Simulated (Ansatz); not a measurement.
Mulliken charges of `[OH][Ge@H]1[SiH2][Si@H]1F` from PBE/def2-TZVPP in Ansatz (PBE0-D4/def2-TZVP geometry).

| atom | x (Å) | y (Å) | z (Å) | charge (e) |
| --- | --- | --- | --- | --- |
| O1 | -1.246 | 0.552 | 2.088 | -0.369 |
| Ge2 | 0.193 | 0.559 | 1.041 | 0.282 |
| Si3 | 0.304 | -1.379 | -0.434 | -0.047 |
| Si4 | 0.322 | 0.730 | -1.331 | 0.355 |
| F5 | -0.589 | 1.349 | -2.492 | -0.264 |
| H6 | -1.998 | 0.125 | 1.671 | 0.182 |
| H7 | 1.286 | 1.202 | 1.907 | 0.005 |
| H8 | 1.192 | -2.550 | -0.669 | -0.043 |
| H9 | -1.111 | -1.819 | -0.255 | -0.036 |
| H10 | 1.729 | 1.179 | -1.523 | -0.064 |

By hand: the dipole of these point charges (1 e Å = 4.8032 D).

Σ q r = (0.291, 0.050, 0.178) e Å, of length 0.345 e Å = 1.66 D.

How does the dipole of the full density compare? (Best estimate.)

The calculation gave: (0.070, -0.196, -0.015) e Å, 1.00 D; the point charges give 1.66 times that, at 84° from its direction.

Point charges leave out the atoms' own dipoles, such as those of lone pairs, and Mulliken's split depends on the basis, so the two needn't agree.
